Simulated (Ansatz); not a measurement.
Reaction (formal exchange of groups at the Si–F bond): `O=C[SiH2]F` + `C=C[SiH2][AlH2]` → `O=C[SiH2][SiH2][AlH2]` + `C=CF`

Calculated with Ansatz (gas phase, PBE0-D4/def2-TZVP geometries, no zero-point term in ΔE). CCSD(T)/CBS is the MP2 limit (def2-TZVPP, def2-QZVPP) plus CCSD(T) − MP2 in def2-TZVPP, frozen cores. Functionals use def2-TZVPP. B3LYP here is the variant with VWN-RPA as its local correlation; programs differ in this. Each species was taken in one conformer, which may not be the lowest.

`O=C[SiH2]F`:

```xyz
7

O     1.737    0.155   -1.008
C     0.888   -0.527   -0.490
Si   -0.600    0.361    0.331
F    -1.599   -0.723    0.952
H     0.982   -1.638   -0.498
H    -0.093    1.230    1.417
H    -1.315    1.141   -0.704
```

`C=C[SiH2][AlH2]`:

```xyz
11

C     0.942   -1.911    0.567
C     1.003   -0.592    0.409
Si    0.045    0.344   -0.893
Al   -1.594    1.872    0.126
H     0.345   -2.540   -0.088
H     1.490   -2.424    1.354
H     1.620   -0.021    1.102
H    -0.595   -0.651   -1.802
H     0.994    1.155   -1.719
H    -1.233    2.631    1.477
H    -3.017    2.138   -0.533
```

`O=C[SiH2][SiH2][AlH2]`:

```xyz
12

O    -0.695    2.858    1.929
C     0.046    1.912    1.883
Si    0.557    1.054    0.234
Si   -0.680   -0.926   -0.002
Al    0.008   -2.045   -2.066
H     0.442    1.474    2.831
H     0.319    1.993   -0.892
H     2.007    0.719    0.320
H    -0.397   -1.739    1.218
H    -2.120   -0.542    0.020
H    -0.742   -1.733   -3.429
H     1.255   -3.025   -2.048
```

`C=CF`:

Cartesian coordinates in Å:
```
C 0.214 -0.212 -0.633
C -0.254 0.185 0.531
F 0.541 0.425 1.577
H 1.273 -0.362 -0.797
H -0.476 -0.392 -1.446
H -1.299 0.356 0.768
```

(1) Is it downhill or uphill in electronic energy at CCSD(T)/CBS, and by how much? (An estimate is asked.)

(2) What do these levels give: PBE-D4, B3LYP-D4, ωB97X-V, ωB97M-V, r2SCAN, MP2/def2-TZVPP? (An estimate is asked.)

Largest T1 diagnostic among the species: 0.016.

## Answers

(1) Ansatz gave: Uphill: ΔE = +183.4 kJ/mol.

(2) Ansatz gave: PBE-D4 141.2, B3LYP-D4 169.7, ωB97X-V 170.4, ωB97M-V 176.8, r2SCAN 160.5, MP2/def2-TZVPP 193.8 kJ/mol.

From PBE to PBE0 (25 % exact exchange), in def2-TZVPP and without D4, ΔE moves by +12.6 kJ/mol. In def2-TZVPP, CCSD(T) changes the Hartree–Fock value by −17.9 kJ/mol (the triples alone add −4.1 kJ/mol) and MP2 by −3.3 kJ/mol.
